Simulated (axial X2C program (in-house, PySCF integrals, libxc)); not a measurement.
**AgB⁻: from Re and ωe to a spectrum**

A bond curve at the PBE0 level, 2c, was computed with an axial X2C code built on PySCF integrals (basis Ag dyall-acv3z [13s13p9d5f3g], B dyall-av3z [8s7p3d2f] (cores contracted in-house)) for the state Ω = 1/2 (⟨Sz⟩ = -0.50, ⟨Lz⟩ = 1.00 at PBE0). Its fit gives Re = 2.0933 Å, ωe = 406.8 cm⁻¹, ωexe = 4.35 cm⁻¹ and αe = 5.389e-03 cm⁻¹; the masses are 106.9051 and 11.0093 u. Two-component means X2C with spin–orbit coupling and atomic mean-field Coulomb and Gaunt terms.

Task: Find the reduced mass, Be and the force constant.

Result: From the PBE0 values: μ = 9.9814 u. Be = 16.8576/(μ Re²) = 0.3854 cm⁻¹. k = 5.8918×10⁻⁷ μ ωe² = 0.973 mdyn/Å.

Task: Where do the fundamental and the first overtone lie?

Result: ν(1←0) = ωe − 2ωexe = 398.1 cm⁻¹; ν(2←0) = 2ωe − 6ωexe = 787.5 cm⁻¹.

Task: Estimate the centrifugal constant by the Kratzer relation.

Result: D = 4Be³/ωe² = 1.38e-06 cm⁻¹.

Task: Estimate De from a Morse curve and compare with the computed well depth of 1.621 eV to Ag- + B.

Result: De(Morse) = ωe²/(4ωexe) = 1.179 eV against 1.621 eV computed, a ratio of 0.73. The extrapolation falls short: long-range attraction (ionic or ion–induced dipole) or a change of character along the curve can cause this.

Task: A Morse curve ties αe to the other constants (Pekeris). How well does that hold?

Result: αe(Morse) = 6Be²/ωe × (√(ωexe/Be) − 1) = 5.170e-03 cm⁻¹; the PBE0 curve gives 5.389e-03 cm⁻¹, a ratio of 0.96.

One determinant describes the state; a PBE0 search over occupations chose it and may have missed a lower one. Dissociation energies refer to the lowest single-determinant-based atoms at the same level and basis. Density functionals use the spin component along the axis (collinear). In 2c an atomic determinant is not the ground J level, so De misses part of the atomic spin–orbit lowering. This holds for PBE0. The functionals have no current-density term, which raises determinants with orbital currents, atoms included. The highest occupied level of some functionals is positive through self-interaction error; at Hartree–Fock it is bound.
